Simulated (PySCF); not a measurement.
CH3FI2Si, SMILES C[Si](F)(I)I.

Geometry optimised at PBE-D3(BJ)/def2-SVP. The def2 effective core potentials stand for the cores of I; spin–orbit coupling is left out.

All values below come from PBE-D3(BJ)/def2-SVP in PySCF.

Frequencies are harmonic and unscaled.

List the normal modes with their intensities. (Estimate from the structure and the level; the computed values follow.)


```
mode  ν (cm⁻¹)  IR (km/mol)   moving atoms (share of kinetic energy)
----  --------  -----------  ---------------------------------------
1           80          0.1                                   I 80 %
2          141          0.2                   C 41 %, H 31 %, F 21 %
3          163          0.0                                   H 93 %
4          176          0.7  C 33 %, Si 23 %, H 22 %, F 12 %, I 10 %
5          187          2.6                    F 61 %, I 23 %, C 9 %
6          200          2.6                  F 57 %, I 23 %, Si 12 %
7          316         28.1  Si 45 %, C 17 %, F 15 %, I 13 %, H 10 %
8          413        164.3                           Si 82 %, I 9 %
9          702         50.1                  C 41 %, Si 31 %, H 20 %
10         766         41.2                           H 65 %, C 21 %
11         772        118.2                           H 73 %, C 20 %
12         885        112.5                          F 46 %, Si 45 %
13        1211         17.7                           H 78 %, C 22 %
14        1366          8.1                                   H 96 %
15        1370          1.2                                   H 96 %
16        2982          0.3                                   H 97 %
17        3090          0.0                            H 91 %, C 9 %
18        3100          0.2                            H 91 %, C 9 %
```
